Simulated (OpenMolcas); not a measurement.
A run on Ir5+ among 6 point charges of -1.1 e arranged as a trigonal prism (D3h), 1.87 Å from the ion, with a polar angle of 57.0° against the regular 49.1°.
```
   1.5675    0.0000    1.0197  -1.10
  -0.7838    1.3575    1.0197  -1.10
  -0.7838   -1.3575    1.0197  -1.10
   1.5675    0.0000   -1.0197  -1.10
  -0.7838    1.3575   -1.0197  -1.10
  -0.7838   -1.3575   -1.0197  -1.10
```

| Property | Result |
| --- | --- |
| Program | OpenMolcas 26.06 |
| Method | CASSCF |
| Basis | ANO-RCC-VDZP [7s6p4d2f] |
| Scalar Hamiltonian | DKH2, point nucleus |
| Active space | 4 electrons in 5 orbitals (5d) |
| State averaging | 2S+1 = 5 even, 5 roots; 2S+1 = 3 even, 45 roots; 2S+1 = 1 even, 50 roots |
| Spin-orbit coupling | state interaction with AMFI integrals over the reference wave functions |

59 basis functions. Blocks (2S+1, parity, CSFs, roots kept): 5, even, 5, 5; 3, even, 45, 45; 1, even, 50, 50.

Question: How long do the RASSCF and RASSI steps take on 1 thread of Arm Neoverse V1, with other jobs on the host?

Answer: About 32 s of wall time, without the integral step.
